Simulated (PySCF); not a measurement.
Fill in the blanks.

Compound: C7H7ClO.
SMILES: `O=CC#C[C@H]1C[C@H](Cl)C1`

```tsv
property	level	value
point group of the GFN2-xTB geometry	GFN2-xTB	?
rotational constants A, B, C of the GFN2-xTB geometry	GFN2-xTB	?
dipole moment	B3LYP/def2-SVPD	2.83 D
HOMO energy	B3LYP/def2-SVPD	-7.75 eV
LUMO energy	B3LYP/def2-SVPD	-2.26 eV
lowest singlet excitation	TDDFT B3LYP/def2-SVPD	3.78 eV (328 nm, f = 0.000)
strongest line among the 8 lowest singlet transitions	TDDFT B3LYP/def2-SVPD	S3 at 5.31 eV (234 nm, f = 0.198)
lowest triplet excitation (Tamm–Dancoff)	TDA B3LYP/def2-SVPD	?
static isotropic polarisability	B3LYP/def2-SVPD	?
electronic spatial extent ⟨r²⟩ about the centre of nuclear charge	B3LYP/def2-SVPD	2272 bohr²
```

The electronic properties come from PySCF, for the isolated species, density fitting.

Question: Give the static isotropic polarisability.

Answer: 101.6 au.

Question: What is the lowest triplet excitation (Tamm–Dancoff)?

Answer: 3.21 eV.

Question: The point group of the GFN2-xTB geometry?

Answer: C1.

Question: The rotational constants A, B, C of the GFN2-xTB geometry?

Answer: 5.076, 0.462, 0.454 GHz.

In wavenumbers S1 is 30500 cm⁻¹ (1 eV = 8065.54 cm⁻¹). The vertical singlet–triplet gap S1 − T1 is 0.57 eV (TDDFT singlet less Tamm–Dancoff triplet; S1: HOMO→LUMO, weight 0.99; T1: HOMO→LUMO, weight 0.97). The rotational constants make it an asymmetric top with κ = (2B − A − C)/(A − C) = -1.00, nearer the prolate limit (−1). A dipole of 2.83 D is allowed in C1, and pure rotational transitions are dipole-allowed.

One conformer stands for the species.
